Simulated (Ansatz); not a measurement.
Program: Ansatz. Geometries: PBE0-D4/def2-TZVP. ΔE: electronic, gas phase. CBS: MP2 limit from def2 TZ/QZ plus the TZ coupled-cluster correction, frozen cores. DFT in def2-TZVPP. For Ge outer-core shells are correlated without core-valence functions, which leaves a few kJ/mol of doubt a bond. Scalar relativity is left out up to krypton. One conformer a species, not always the lowest.

Reaction (ligand exchange at a Ge–S bond): `[Cl][GeH2][S][GeH3]` + `F[SiH](F)S` → `F[SiH](F)[S][GeH3]` + `[SH][GeH2][Cl]`

| level | ΔE (kJ/mol) |
| --- | --- |
| PBE0 | -2.9 |
| HF/CBS(def2) | -4.0 |

Problem. What does CCSD(T)/CBS give? (An estimate is asked.)

Solution. The calculation gave: +0.1 kJ/mol. The listed levels differ from it by -3.0, -4.1 kJ/mol.

Largest T1 diagnostic among the species: 0.012.

In def2-TZVPP, CCSD(T) changes the Hartree–Fock value by +3.7 kJ/mol (the triples alone add +0.7 kJ/mol) and MP2 by +4.8 kJ/mol.

CCSD(T)/CBS has its own doubt, a few kJ/mol and more with outer-core shells, so smaller differences from it don't rank the levels.
